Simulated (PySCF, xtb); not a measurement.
C₂H₄F, SMILES F[CH]C (connectivity only; charge and spin as stated), charge +1, multiplicity 1.

GFN2-xTB in xtb at its own geometry gives an orbital gap of 3.36 eV.

Coordinates come from a PBE0-D3(BJ)/def2-TZVP optimisation. The multiplicity is an assumed one; other spin states were not compared. The isomer is the one that the SMILES or the coordinates give; other isomers of the formula were not compared.

What does M06-2X/def2-TZVPD run with PySCF give? (An estimate is asked for; the answer gives what the named calculation found.)

gap 11.03 eV (levels -19.88 and -8.85 eV).
